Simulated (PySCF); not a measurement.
PBE0-D3(BJ)/def2-TZVP geometry optimisation, IEF-PCM water with PySCF 2.14 and geomeTRIC: [NiCl5]3-, charge -3, multiplicity 3. Start (model start, shaken):

```
6

Ni    0.0000    0.0045   -0.0041
Cl   -0.0134   -0.0068    2.3251
Cl    0.0009    0.0201   -2.3474
Cl    2.3307    0.0073    0.0053
Cl   -1.1684    2.0125   -0.0004
Cl   -1.1596   -2.0467   -0.0069
```

```csv
step,E − E(start) / kcal mol⁻¹,largest force / Eh bohr⁻¹
0,0.00,0.01527
1,-2.90,0.00659
2,-4.04,0.00329
3,-3.93,0.00373
4,-4.19,0.00206
5,-4.31,0.00185
6,-4.37,0.00107
7,-4.41,0.00120
8,-4.45,0.00132
9,-4.88,0.00278
10,-5.05,0.00194
11,-5.23,0.00181
12,-5.39,0.00105
13,-5.51,0.00142
14,-5.62,0.00098
15,-5.63,0.00085
16,-5.64,0.00052
17,-5.65,0.00034
18,-5.67,0.00056
19,-5.70,0.00112
20,-5.71,0.00131
21,-5.30,0.00409
22,-5.69,0.00218
23,-5.76,0.00248
24,-5.59,0.00375
25,-5.87,0.00126
26,-5.88,0.00091
27,-5.89,0.00062
28,-5.89,0.00018
```

The optimisation met its thresholds. End point:

```
6

Ni   -0.1074   -0.0155   -0.0044
Cl   -0.4245    0.1836    2.4155
Cl   -0.4506   -0.2897   -2.4113
Cl    2.2484    0.2566   -0.0527
Cl   -0.9121    2.2760   -0.2106
Cl   -0.3636   -2.4201    0.2353
```

Metal–donor distances, start → end: Cl2 2.329 → 2.449 Å, Cl3 2.343 → 2.447 Å, Cl4 2.331 → 2.372 Å, Cl5 2.323 → 2.437 Å, Cl6 2.356 → 2.430 Å.

No frequencies were computed, so the end point may be a saddle point.

The job took 32 min on one thread of Arm Neoverse V1 (shared host), with 230 basis functions and a peak of 1.4 GiB, launched as `OMP_NUM_THREADS=1 python lf_run.py task.json out`.
